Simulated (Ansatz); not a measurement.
Wavefunction ladder for C3H8Si2, SMILES `CC1=C[SiH2][SiH2]1`

```xyz
13

C     0.0601   -0.7085   -1.8884
C     0.0409   -0.2225   -0.4801
C     0.6173   -0.8370    0.5777
Si    0.2568    0.2403    2.0668
Si   -0.7454    1.3236    0.2723
H    -0.9587   -0.8567   -2.2601
H     0.5232    0.0332   -2.5468
H     0.6062   -1.6501   -1.9891
H     1.1641   -1.7759    0.4771
H     1.4485    0.8384    2.7309
H    -0.5828   -0.3870    3.1254
H    -2.2302    1.3889    0.1545
H    -0.2000    2.6132   -0.2401
```

Charge 0, multiplicity 1. The structure was optimised at the PBE0-D4/def2-TZVP level. Frozen core, restricted reference, Ansatz 0.2.0. CBS rows extrapolate triple and quadruple zeta; past MP2 they add the triple-zeta difference.

| basis | HF (Eh) | MP2 corr. |
| --- | --- | --- |
| def2-TZVPP | -696.15310 | -0.73372 |
| def2-QZVPP | -696.17593 | -0.78252 |

Estimate the CCSD correlation energy and the (T) correction in each basis where they were run (hartree).


```csv
basis,CCSD corr.,(T)
def2-TZVPP,-0.79176,-0.03612
CBS(def2),-0.87671,as TZ
```
